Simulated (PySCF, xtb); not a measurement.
chlorobenzene (C₆H₅Cl), SMILES Clc1ccccc1.

Coordinates come from a PBE-D3(BJ)/def2-SVP optimisation.

The numbers are results of C-PCM-B3LYP/def2-SVP (PySCF), not measurements.

The values are the electrostatic part of the solvation free energy, E(continuum) − E(gas) at the gas-phase geometry, in a cavity of scaled van der Waals radii (PySCF's table); cavitation and dispersion terms are not included. In vacuum the orbital gap is 6.15 eV. The dipole moment in vacuum is 1.49 D.

| solvent | ε | ΔG(elec) (kcal/mol) | dipole (D) | gap (eV) |
|---|---|---|---|---|
| water | 78.36 | -2.6 | 2.00 | 6.23 |
| diethylether | 4.24 | -1.9 | 1.86 | 6.21 |
| benzene | 2.27 | -1.4 | 1.75 | 6.19 |

For comparison, GFN2-xTB/ALPB(water) (xtb, at the GFN2-xTB geometry, all terms of that model) gives -1.8 kcal/mol.
